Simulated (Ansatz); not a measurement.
The cluster Rb₄⁻ (the lowest doublet isomer of a short search) was relaxed with PBE (def2-TZVPD) in Ansatz in these states: charge -1 doublet, charge -1 quartet. The geometries follow in no particular order.

In the def2 sets Rb takes a core potential; there is no spin–orbit coupling.

A:

```tsv
atom	x (Å)	y (Å)	z (Å)
Rb1	-0.660	0.253	2.314
Rb2	0.628	-0.277	-2.321
Rb3	2.436	-3.543	1.081
Rb4	-2.404	3.566	-1.074
```

B:

```tsv
atom	x (Å)	y (Å)	z (Å)
Rb1	0.100	0.155	2.476
Rb2	-0.077	-0.165	-2.477
Rb3	1.526	3.816	-0.317
Rb4	-1.549	-3.806	0.318
```

Task: Judge from the bond lengths which geometry belongs to which state (an estimate).

Result: A is the charge -1 quartet (Rb1–Rb4 5.050 Å, Rb2–Rb3 5.050 Å, Rb2–Rb4 5.051 Å); B is the charge -1 doublet (Rb1–Rb4 4.803 Å, Rb2–Rb3 4.805 Å, Rb2–Rb4 4.820 Å).

At PBE/def2-TZVPD the highest occupied level of the charge -1 quartet lies above zero (up to 0.24 eV). It is a level of α spin, whose loss leaves a triplet; that state wasn't run at this geometry and level. The electron is either unbound and held by the finite basis, or the level is raised by self-interaction error. At PBE/def2-TZVPD the highest occupied level of the charge -1 doublet lies above zero (up to 0.15 eV). By energy differences its removal costs 0.90 eV (vertical, to the charge 0 singlet, at PBE/def2-TZVPD); a positive level beside a positive removal energy at the same level points to self-interaction error. At PBE0/def2-TZVPD a doublet lies 0.30 eV below the charge -1 quartet. These are the stationary points nearest to one start from a short search; other shapes may lie lower in each state.
